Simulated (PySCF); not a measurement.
Gas-phase XPS of `S[SiH]1OCCO1`, computed

C2H6O2SSi.
Cartesian coordinates in Å at the PBE0-D3(BJ)/def2-SVP level; atoms count from 1:
```
atom  x, y, z in Å
S1     2.8251    0.5158    0.9223
Si2    1.0198    0.9036   -0.1219
O3    -0.3768    1.0286    0.7946
C4    -1.1704   -0.1276    0.6101
C5    -0.8377   -0.6821   -0.7799
O6     0.5376   -0.4330   -1.0077
H7     2.4367   -0.7167    1.3163
H8     1.2579    2.1502   -0.8853
H9    -0.9373   -0.8734    1.3937
H10   -2.2351    0.1377    0.7013
H11   -1.4428   -0.1760   -1.5549
H12   -1.0325   -1.7636   -0.8486
```

Level of theory: delta-SCF UKS SCAN, pcX-2 on the ionised atom, pcseg-1 elsewhere, spin-free X2C in PySCF 2.14.0. These are vertical core ionisation energies against the vacuum level, from separate self-consistent calculations with and without the core hole.

**Question.** Give the core binding energies atom by atom.

**Answer.** 
```
atom(s)                 environment     level  binding energy (eV)  2p1/2 (eV)  count
     S1   sulfur bonded to Si and H      S 1s              2477.32           –      1
    Si2        oxygen-bound silicon  Si 2p3/2               108.10      108.73      1
    Si2        oxygen-bound silicon     Si 1s              1848.14           –      1
  O3/O6          silyl ether oxygen      O 1s               538.22           –      2
  C4/C5  sp3 carbon bound to oxygen      C 1s               292.61           –      2
```

**Question.** Which effective nuclear charge Zeff reproduces each element's mean 1s value in the hydrogen-like formula E = 13.606 eV × Zeff²?

**Answer.** C (Z = 6): mean 292.6 eV, Zeff = 4.64, Z − Zeff = 1.36; O (Z = 8): mean 538.2 eV, Zeff = 6.29, Z − Zeff = 1.71; Si (Z = 14): mean 1848.1 eV, Zeff = 11.65, Z − Zeff = 2.35; S (Z = 16): mean 2477.3 eV, Zeff = 13.49, Z − Zeff = 2.51. Means run over the listed sites, weighted by atom count.

One atom of each set of topologically equivalent atoms was ionised and stands for the set; in this conformer not all members are related by symmetry, and their own values weren't computed. Not every level is listed. For 2p shells one spin-free hole was relaxed; a mean-field spin–orbit operator and the ground-state splitting of the three 2p orbitals were then diagonalised within the shell. The shell's mean is (2 × 2p3/2 + 2p1/2)/3, and the degeneracies 2j + 1 give areas of 2:1. 2p1/2 minus 2p3/2 (ligand field included): Si 0.63 eV. Isolated species at its PBE0-D3(BJ)/def2-SVP geometry (one conformer only).
